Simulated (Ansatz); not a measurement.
`C[SiH2][Ga]([F])[Cl]` + H₂O → `[OH][Ga]([F])[Cl]` + `C[SiH3]`  (formal hydrolysis of a Ga–Si bond)

Calculated with Ansatz (gas phase, PBE0-D4/def2-TZVP geometries, no zero-point term in ΔE). CCSD(T)/CBS adds triple-zeta CCSD(T) − MP2 to the extrapolated MP2 energy (def2 sets, frozen cores). This one scheme is used for every species. Functionals use def2-TZVPP. HSE06 is defined as in plane-wave codes. For Ga outer-core shells are correlated without core-valence functions, which leaves a few kJ/mol of doubt a bond. Scalar relativity is left out up to krypton. Each species was taken in one conformer, which may not be the lowest.

```csv
level,ΔE (kJ/mol)
r2SCAN0,-14.7
HSE06,-5.7
```

(1) What does CCSD(T)/CBS give? (Best estimate.)

Largest T1 diagnostic among the species: 0.014.

## Answers

(1) The calculation gave: -11.5 kJ/mol. The listed levels differ from it by -3.2, 5.8 kJ/mol.

From BLYP to BHLYP (50 % exact exchange), in def2-TZVPP and without D4, ΔE moves by −9.0 kJ/mol. Leaving LDA and LC-ωPBE aside and taking each functional with its dispersion term where it has one, the values, not all of them listed here, spread over 24.0 kJ/mol, from B2PLYP to PBE-D4. The D4 term adds +6.1 kJ/mol with B3LYP and +3.7 kJ/mol with PBE0; it sums over pairs of atoms, weighted by their polarisabilities, and B3LYP, whose exchange is more repulsive, gets the larger term.

B3LYP here is the variant with VWN-RPA as its local correlation; programs differ in this.
